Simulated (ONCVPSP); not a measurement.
# Plane-wave convergence, ONCV potential for H (Z = 1)

* Element: H (Z = 1)
* Generator: ONCVPSP 4.0.1
* Type: optimised norm-conserving Vanderbilt (ONCV)
* Functional: PBE
* Relativity: scalar-relativistic
* Frozen core: none
* Valence charge: 1
* Reference configuration: 1s1
* Partial waves: 1s: rc 1.30 bohr, ncon 4, nbas 8, qcut 5.3 1/bohr, 1 projector
* Local potential: polynomial inside 1.05 bohr (lpopt 5, dvloc0 4 Ha)
* Core correction: none

Problem. For each optimised wave give the share of its norm inside rc, the residual kinetic energy above qcut (Ha) and the cutoffs (Ha) for errors of 10, 1, 0.1 and 0.01 mHa per electron.

Solution.

```
wave  norm inside rc  residual KE  10 mHa  1 mHa  0.1 mHa  0.01 mHa
  1s           0.442      3.5e-04     6.6   11.6     30.5      96.6
```

The occupied waves need 12 Ha and 31 Ha for 1 and 0.1 mHa.
